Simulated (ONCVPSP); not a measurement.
# Cs: ONCV pseudisation with PBE, fully relativistic reference atom.

```
Element                 : caesium
Generator               : ONCVPSP 4.0.1
Type                    : optimised norm-conserving Vanderbilt (ONCV)
Functional              : PBE
Relativity              : fully relativistic
Frozen core             : [Kr] 4d10
Valence charge          : 9
Reference configuration : 5s2 5p6 6s1
Partial waves           : 5s+6s: rc 2.85 bohr, ncon 3, nbas 7, qcut 3.9 1/bohr, 3 projectors, debl 3.1 Ha; 5p: rc 2.80 bohr, ncon 3, nbas 7, qcut 5 1/bohr, 2 projectors, debl 2.2 Ha; d scattering state at 0.21 Ha: rc 2.80 bohr, ncon 4, nbas 9, qcut 3.2 1/bohr, 3 projectors, debl 2.2 Ha
Local potential         : polynomial inside 2.55 bohr (lpopt 2, dvloc0 0 Ha)
Core correction         : polynomial model core, fcfact 0.25
```

Open shells are filled in proportion to 2j + 1.

In the d channel the program set the typed energies aside and used 0.050, 2.250, 4.450 Ha (j = l + 1/2; the other j can differ).

All-electron outer shells of the reference configuration (PBE, scalar-relativistic, ld1.x):

```json
{"shell": "5s", "level (eV)": "-26.73", "outermost node (bohr)": "0.82", "outermost maximum (bohr)": "1.54"}
{"shell": "5p", "level (eV)": "-13.52", "outermost node (bohr)": "0.89", "outermost maximum (bohr)": "1.79"}
{"shell": "6s", "level (eV)": "-2.09", "outermost node (bohr)": "2.11", "outermost maximum (bohr)": "4.80"}
```

What the tests gave:

```
Cutoffs needed             : 5.3 Ha and 8.3 Ha (the cutoffs (Ha) at which the residual kinetic energy of the hardest occupied pseudo-wave falls to 1 and 0.1 mHa per electron)
Ghost test                 : no bound ghost flagged; no localised positive-energy state flagged
Largest excitation error   : -8.7 meV (all-electron minus pseudo) for 5s2 5p5 6s1, out of 4 test configurations
rms error of d²Exc/dni dnj : 6.30 mHa without and 1.83 mHa with the model core
```

Generation and tests took about 9.6 s on one core of a shared server CPU.
